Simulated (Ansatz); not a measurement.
A nudged elastic band was laid between two geometries of CH9OSbSi2 (14 atoms, charge 0, multiplicity 1).

Theory: Ansatz, RKS PBE0/def2-SVP.

| Item | Value |
| --- | --- |
| movable images | 7 |
| climbing image | yes |
| spring | 5.0 eV/Å² |
| optimiser | quadratic models (default) |
| start path | through a guess of the saddle point |
| force threshold | 0.05 eV/Å |
| iteration limit | 35 |
| end points | relaxed |

Image 0:

```xyz
14
Properties=species:S:1:pos:R:3
O -2.263 1.500 0.493
Sb -1.330 -0.218 0.983
Si 0.767 1.153 1.646
C -0.676 -0.628 -1.056
Si 0.978 -1.495 -1.247
H -3.182 1.452 0.783
H 1.902 0.267 2.051
H 0.388 2.003 2.816
H 1.199 2.029 0.515
H -0.657 0.358 -1.549
H -1.472 -1.227 -1.527
H 1.019 -2.737 -0.411
H 2.088 -0.600 -0.798
H 1.227 -1.886 -2.670
```

Image 8:

```xyz
14
Properties=species:S:1:pos:R:3
O -2.221 1.622 0.268
Sb -1.386 -0.095 0.917
Si 0.730 1.234 1.606
C -0.640 -0.663 -1.052
Si 0.971 -1.625 -1.090
H -3.153 1.626 0.513
H 1.254 2.019 0.448
H 1.807 0.333 2.124
H 0.328 2.170 2.700
H -0.539 0.288 -1.601
H -1.440 -1.249 -1.532
H 0.891 -2.818 -0.188
H 2.100 -0.765 -0.617
H 1.286 -2.107 -2.470
```

Problem. What changes between the two ends?

Solution. No bond is made or broken. The dihedral O1–Sb2–Si3–H7 goes from -177 to -54°. The two ends are copies of one structure, up to a mirror image or an exchange of like atoms.

Problem. What energy profile does the band end with?

Solution. It converged. The highest image is number 4 of 0 to 8, 6.1 kJ/mol above the ends, which have the same energy within 2 meV. A vibrational analysis at the climbing image gives one clearly imaginary mode, 96i cm⁻¹: a first-order saddle point.

```csv
image,path coordinate (Å),energy (kJ/mol),dihedral O1–Sb2–Si3–H7 (°)
0,0.00,0.0,-177
1,0.86,0.9,-171
2,1.71,2.4,-158
3,2.57,4.6,-138
4,3.42,6.1,-116
5,4.14,5.4,-98
6,4.85,3.0,-80
7,5.57,0.7,-64
8,6.28,0.0,-54
```

Problem. What is the geometry of the highest image?

Solution. 
```xyz
14
Properties=species:S:1:pos:R:3
O -2.387 1.400 0.458
Sb -1.208 -0.142 0.993
Si 0.736 1.482 1.588
C -0.462 -0.533 -1.021
Si 0.907 -1.815 -1.147
H -3.304 1.153 0.627
H 1.919 1.254 0.701
H 1.168 1.296 3.008
H 0.227 2.875 1.403
H -0.143 0.428 -1.457
H -1.335 -0.884 -1.595
H 0.437 -3.126 -0.598
H 2.109 -1.393 -0.361
H 1.323 -2.023 -2.569
```

Problem. What are the harmonic wavenumbers there?

Solution. 96i, 54, 84, 100, 115, 150, 172, 208, 305, 444, 462, 487, 504, 591, 673, 736, 756, 842, 917, 925, 928, 935, 946, 948, 979, 1025, 1375, 2214, 2220, 2223, 2224, 2230, 2241, 3082, 3157, 3887 cm⁻¹.

The run took 9.3 min on 2 threads of Arm Neoverse V1, with other jobs on the host, peak memory 0.41 GiB.
